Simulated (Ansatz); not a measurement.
Molecular dynamics of C$_{2}$H$_{8}$FNSi$_{2}$

Input file:

```yaml
crystal:
  periodic: [false, false, false]
  atoms:
    - { symbol: "N", position_ang: [-2.628433, 1.597197, -0.525985] }
    - { symbol: C, position_ang: [-1.192107, 1.371001, -0.373577] }
    - { symbol: C, position_ang: [-0.635498, 0.131361, -0.558619] }
    - { symbol: F, position_ang: [-1.520511, -0.933139, -0.726911] }
    - { symbol: Si, position_ang: [1.219179, -0.200602, -0.577824] }
    - { symbol: Si, position_ang: [1.861145, -1.599211, 1.075734] }
    - { symbol: H, position_ang: [-3.065506, 0.626914, -0.434717] }
    - { symbol: H, position_ang: [-2.976678, 2.139761, 0.323216] }
    - { symbol: H, position_ang: [-0.578801, 2.275405, -0.225695] }
    - { symbol: H, position_ang: [1.874536, 1.093771, -0.44848] }
    - { symbol: H, position_ang: [1.5936, -0.76075, -1.872385] }
    - { symbol: H, position_ang: [1.515091, -1.063541, 2.383569] }
    - { symbol: H, position_ang: [1.219894, -2.89856, 0.942386] }
    - { symbol: H, position_ang: [3.301287, -1.808807, 1.047989] }
basis:
  gaussian: { orbitals: STO-3G }
hamiltonian:
  xc: pbe
  dispersion: d4
md:
  timestep: 0.5
  n_steps: 250
  ensemble: nve
  temperature: 1000.0
  initial_velocities: maxwell_boltzmann
  seed: 918503
scf:
  lower_state_search: "off"
```

Command:

```bash
$ ansatz run input.yaml --threads 1 --pin off --max-ram 2048MiB --backend cpu --events-out ev --progress --plain --runs-dir out
```

It starts from a relaxed structure.

Output, in part (step lines, the closing report, with atoms numbered from 0):

```
md step     0: t =     0.00 fs  T =  1000.0 K  F+E_penalty+E_count = -21882.47996057 eV  E_kin = 1.551120 eV  conserved = -21880.92884058 eV  (15 SCF iters)
[... lines left out ...]
Total energy: -21881.49088950 eV, -804.1299583819 hartree
Atom 0 at    -2.671408     1.821103    -0.987383 Å, force    -0.089368    -0.741373     0.164853 eV/Å
Atom 1 at    -1.277757     1.217971    -0.809946 Å, force    -3.265144     4.458917    -0.746024 eV/Å
Atom 2 at    -0.736339     0.119944    -0.368156 Å, force     2.303000    -4.983587     1.092290 eV/Å
Atom 3 at    -1.409804    -1.098245    -0.123081 Å, force     0.425944     1.344496     0.066356 eV/Å
Atom 4 at     1.230035     0.084805    -0.308413 Å, force    -0.010362    -0.914287    -1.207985 eV/Å
Atom 5 at     1.890334    -1.826724     0.819997 Å, force    -0.613330     1.382398    -0.411283 eV/Å
Atom 6 at    -3.371369     1.012252    -1.042082 Å, force     0.199015    -0.500875    -0.181181 eV/Å
Atom 7 at    -2.973534     2.184204    -0.009140 Å, force     0.674482     0.119751    -0.261953 eV/Å
Atom 8 at    -0.579421     2.009294    -1.047864 Å, force     0.753789     0.832670    -0.028153 eV/Å
Atom 9 at     1.809540     1.369415     0.150669 Å, force    -0.433176    -0.472451     0.055570 eV/Å
Atom 10 at     1.678042    -0.032304    -1.762478 Å, force    -0.394125     0.095119     1.318543 eV/Å
Atom 11 at     1.973796    -1.481950     2.259373 Å, force     0.192199    -0.528166    -0.564705 eV/Å
Atom 12 at     0.843751    -2.808970     0.550277 Å, force     0.158253    -0.031284     0.286451 eV/Å
Atom 13 at     3.119668    -2.300813     0.197044 Å, force     0.098824    -0.061329     0.417222 eV/Å
Dipole moment:     0.136624    -0.212173     0.370486 e Å
```

The steps, from the saved trajectory:

```json
{"time (fs)": "0.0", "T (K)": "1000", "potential energy less start (eV)": "0.000", "conserved less start (meV/atom)": "0.00"}
{"time (fs)": "4.0", "T (K)": "578", "potential energy less start (eV)": "0.659", "conserved less start (meV/atom)": "0.35"}
{"time (fs)": "8.0", "T (K)": "568", "potential energy less start (eV)": "0.674", "conserved less start (meV/atom)": "0.25"}
{"time (fs)": "12.0", "T (K)": "430", "potential energy less start (eV)": "0.889", "conserved less start (meV/atom)": "0.28"}
{"time (fs)": "16.0", "T (K)": "385", "potential energy less start (eV)": "0.959", "conserved less start (meV/atom)": "0.30"}
{"time (fs)": "20.0", "T (K)": "536", "potential energy less start (eV)": "0.721", "conserved less start (meV/atom)": "0.10"}
{"time (fs)": "24.0", "T (K)": "294", "potential energy less start (eV)": "1.099", "conserved less start (meV/atom)": "0.32"}
{"time (fs)": "28.0", "T (K)": "523", "potential energy less start (eV)": "0.744", "conserved less start (meV/atom)": "0.26"}
{"time (fs)": "32.0", "T (K)": "591", "potential energy less start (eV)": "0.638", "conserved less start (meV/atom)": "0.21"}
{"time (fs)": "36.0", "T (K)": "531", "potential energy less start (eV)": "0.731", "conserved less start (meV/atom)": "0.28"}
{"time (fs)": "40.0", "T (K)": "771", "potential energy less start (eV)": "0.357", "conserved less start (meV/atom)": "0.06"}
{"time (fs)": "44.0", "T (K)": "521", "potential energy less start (eV)": "0.746", "conserved less start (meV/atom)": "0.25"}
{"time (fs)": "48.0", "T (K)": "501", "potential energy less start (eV)": "0.778", "conserved less start (meV/atom)": "0.31"}
{"time (fs)": "52.0", "T (K)": "477", "potential energy less start (eV)": "0.813", "conserved less start (meV/atom)": "0.20"}
{"time (fs)": "56.0", "T (K)": "310", "potential energy less start (eV)": "1.074", "conserved less start (meV/atom)": "0.26"}
{"time (fs)": "60.0", "T (K)": "529", "potential energy less start (eV)": "0.732", "conserved less start (meV/atom)": "0.10"}
{"time (fs)": "64.0", "T (K)": "430", "potential energy less start (eV)": "0.888", "conserved less start (meV/atom)": "0.26"}
{"time (fs)": "68.0", "T (K)": "521", "potential energy less start (eV)": "0.747", "conserved less start (meV/atom)": "0.31"}
{"time (fs)": "72.0", "T (K)": "518", "potential energy less start (eV)": "0.752", "conserved less start (meV/atom)": "0.26"}
{"time (fs)": "76.0", "T (K)": "440", "potential energy less start (eV)": "0.872", "conserved less start (meV/atom)": "0.25"}
{"time (fs)": "80.0", "T (K)": "698", "potential energy less start (eV)": "0.470", "conserved less start (meV/atom)": "0.07"}
{"time (fs)": "84.0", "T (K)": "560", "potential energy less start (eV)": "0.685", "conserved less start (meV/atom)": "0.18"}
{"time (fs)": "88.0", "T (K)": "530", "potential energy less start (eV)": "0.732", "conserved less start (meV/atom)": "0.27"}
{"time (fs)": "92.0", "T (K)": "501", "potential energy less start (eV)": "0.778", "conserved less start (meV/atom)": "0.28"}
{"time (fs)": "96.0", "T (K)": "577", "potential energy less start (eV)": "0.658", "conserved less start (meV/atom)": "0.20"}
{"time (fs)": "100.0", "T (K)": "725", "potential energy less start (eV)": "0.428", "conserved less start (meV/atom)": "0.11"}
{"time (fs)": "104.0", "T (K)": "578", "potential energy less start (eV)": "0.657", "conserved less start (meV/atom)": "0.16"}
{"time (fs)": "108.0", "T (K)": "532", "potential energy less start (eV)": "0.730", "conserved less start (meV/atom)": "0.25"}
{"time (fs)": "112.0", "T (K)": "402", "potential energy less start (eV)": "0.933", "conserved less start (meV/atom)": "0.34"}
{"time (fs)": "116.0", "T (K)": "394", "potential energy less start (eV)": "0.944", "conserved less start (meV/atom)": "0.24"}
{"time (fs)": "120.0", "T (K)": "488", "potential energy less start (eV)": "0.796", "conserved less start (meV/atom)": "0.14"}
{"time (fs)": "124.0", "T (K)": "381", "potential energy less start (eV)": "0.962", "conserved less start (meV/atom)": "0.16"}
```

The run went to its last step. The conserved energy stayed within 0.39 meV per atom of its start (net change 0.14 meV per atom), so the integration is sound. The temperature averaged 0.52 of the 1000 K drawn at the start: a run that starts near a minimum puts about half its kinetic energy into the potential. A run of 0.12 ps of so small a system gives no equilibrium averages. Limits of this set-up: minimal basis.

The same pairs are bonded in the first frame and the last. Pairs count as bonded within 1.25 times the sum of covalent radii (0.12 Å more for H–H).

Last frame:

```xyz
14
Properties=species:S:1:pos:R:3
N -2.671 1.821 -0.987
C -1.278 1.218 -0.810
C -0.736 0.120 -0.368
F -1.410 -1.098 -0.123
Si 1.230 0.085 -0.308
Si 1.890 -1.827 0.820
H -3.371 1.012 -1.042
H -2.974 2.184 -0.009
H -0.579 2.009 -1.048
H 1.810 1.369 0.151
H 1.678 -0.032 -1.762
H 1.974 -1.482 2.259
H 0.844 -2.809 0.550
H 3.120 -2.301 0.197
```

Run time: 10 min on 1 thread of Arm Neoverse V1, on a shared host, peak memory 0.091 GiB.
